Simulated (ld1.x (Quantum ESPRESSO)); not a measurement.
I (Z = 53): excitation energies, all-electron against TM

ld1.x (Quantum ESPRESSO) 7.5 input, shortened:

```
&input
   title='I', zed=53., rel=2, dft='PZ', iswitch=3,
   config='[Kr] 4d10 5s1.75 5p5.25', rel_dist='average'
 /
 &inputp
   pseudotype=2, tm=.true., lloc=-1, rcloc=1.60,
   nlcc=.true.
 /
3
5S  1  0   1.75   0.00  1.50  1.50  0.0
5P  2  1   5.25   0.00  1.75  1.75  0.0
4D  3  2  10.00   0.00  1.50  1.50  0.0
 &test
   configts(1)='4d10 5s1.75 5p5.25'
 /
```

Open shells are filled in proportion to 2j + 1 (rel_dist='average').

Energies are relative to the spin-unpolarised reference configuration 4d10 5s1.75 5p5.25; without spin polarisation the order of configurations can differ from experiment. The frozen-core shift is the all-electron ΔE with the core orbitals held at their reference shape minus the fully relaxed ΔE.

```
valence configuration  charge  ΔE all-electron (eV)  error AE − PS (meV)  frozen-core shift (meV)
         4d10 5s2 5p3      +2                28.830                  +23                     +1.0
       4d10 5s2 5p4.5    +0.5                 2.031                 +0.3                      0.0
         4d10 5s2 5p1      +4                98.323                  +69                      +14
          4d9 5s2 5p6       0                43.097                 -196                     +160
         4d10 5s1 5p5      +1                19.756                  +16                     +0.8
```

Q: What are ΔE and the potential's error for 4d10 5s2 5p5?

A: ΔE = -2.597 eV all-electron; the error (AE − PS) is 0.0 meV.

Q: What are ΔE and the potential's error for 4d10 5s2 5p4?

A: ΔE = 8.736 eV all-electron; the error (AE − PS) is +3.9 meV.

Note: ghost state, extra bound levels that the all-electron valence spectrum of the same l lacks: s at -45.0 eV. A true bound ghost makes a file unfit for plane-wave use.
